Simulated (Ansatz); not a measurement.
A run for Ansatz (a quantum-chemistry and plane-wave program): U-PBE/cc-pVTZ on CH4Ge (SMILES [CH3][GeH]), a point of a bond scan (R = 2.408 Å).

Ansatz 0.2 input:
```yaml
crystal:
  periodic: [false, false, false]
  atoms:
    - {symbol: Ge, position_ang: [-0.26416113, -0.20224226, 0.31354267]}
    - {symbol: H, position_ang: [-1.79291721, -0.76540388, -1.45997994]}
    - {symbol: C, position_ang: [1.00677717, 0.72630048, -0.93210586]}
    - {symbol: H, position_ang: [1.87671680, 1.13031224, -0.41651444]}
    - {symbol: H, position_ang: [0.48298915, 1.53601658, -1.44986562]}
    - {symbol: H, position_ang: [1.33611896, 0.02530398, -1.70554436]}
basis:
  gaussian:
    orbitals: cc-pVTZ
hamiltonian:
  xc: {name: PBE}
magnetization: {spin_polarized: true, initial_magnetization: 0}
```

**Question.** What total energy does the run end on?

**Answer.** -2117.0916 hartree.
